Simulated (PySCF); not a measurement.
dibromo(difluoro)methane (CBr₂F₂), SMILES FC(F)(Br)Br.

The structure is a stationary point at PBE0-D3(BJ)/def2-SVP.

All values below come from PBE0-D3(BJ)/def2-SVP in PySCF.

Frequencies are harmonic and unscaled.

Computed normal modes with their intensities:
```json
[
 {"mode": "1", "ν (cm⁻¹)": "168", "IR (km/mol)": "0.0", "moving atoms (share of kinetic energy)": "Br 81 %, F 15 %"},
 {"mode": "2", "ν (cm⁻¹)": "285", "IR (km/mol)": "0.0", "moving atoms (share of kinetic energy)": "F 90 %, Br 10 %"},
 {"mode": "3", "ν (cm⁻¹)": "334", "IR (km/mol)": "0.5", "moving atoms (share of kinetic energy)": "F 60 %, Br 39 %"},
 {"mode": "4", "ν (cm⁻¹)": "346", "IR (km/mol)": "0.6", "moving atoms (share of kinetic energy)": "F 54 %, Br 40 %"},
 {"mode": "5", "ν (cm⁻¹)": "375", "IR (km/mol)": "0.2", "moving atoms (share of kinetic energy)": "F 72 %, C 20 %"},
 {"mode": "6", "ν (cm⁻¹)": "647", "IR (km/mol)": "11.9", "moving atoms (share of kinetic energy)": "F 78 %, C 20 %"},
 {"mode": "7", "ν (cm⁻¹)": "831", "IR (km/mol)": "391.3", "moving atoms (share of kinetic energy)": "C 91 %"},
 {"mode": "8", "ν (cm⁻¹)": "1158", "IR (km/mol)": "320.8", "moving atoms (share of kinetic energy)": "C 64 %, F 36 %"},
 {"mode": "9", "ν (cm⁻¹)": "1248", "IR (km/mol)": "203.5", "moving atoms (share of kinetic energy)": "C 70 %, F 30 %"}
]
```
